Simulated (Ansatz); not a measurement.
H6S2SiSn, SMILES `S[SiH2][SnH2][SH]`, relaxed with RKS PBE-D4/def2-SVP in Ansatz from a rough embedded geometry. The force threshold is 0.03 eV/Å; the program also tests the step.

The species carries charge 0 and has multiplicity 1. Sn takes the def2 core potential.

Start:

```xyz
10

S     0.296    1.827    1.774
Si    1.103    0.873    0.094
Sn   -0.056   -1.332   -0.150
S    -2.400   -1.027   -0.325
H    -1.032    1.844    1.244
H     0.881    1.695   -1.124
H     2.561    0.658    0.263
H     0.514   -2.115   -1.694
H     0.402   -2.364    1.203
H    -2.270   -0.059   -1.285
```

Problem. How much energy does the relaxation release, and in how many steps? (Estimate.)

Solution. The calculation gave: 9.06 kcal/mol, in 14 steps.

Problem. Which bonds change most? (Best estimate.)

Solution. The calculation gave: Sn3–S4 from 2.370 to 2.481 Å; Sn3–H8 from 1.823 to 1.732 Å; Si2–Sn3 from 2.503 to 2.592 Å; S1–Si2 from 2.094 to 2.153 Å.

Problem. Give the relaxed structure. (Best estimate.)

Solution. Ansatz gave: 
```xyz
10

S    -0.004    1.966    1.510
Si    1.220    0.975    0.041
Sn    0.090   -1.343   -0.222
S    -2.294   -0.725    0.077
H    -1.133    1.271    1.114
H     1.256    1.660   -1.302
H     2.627    0.892    0.563
H     0.236   -2.167   -1.739
H     0.362   -2.438    1.085
H    -2.359   -0.091   -1.128
```
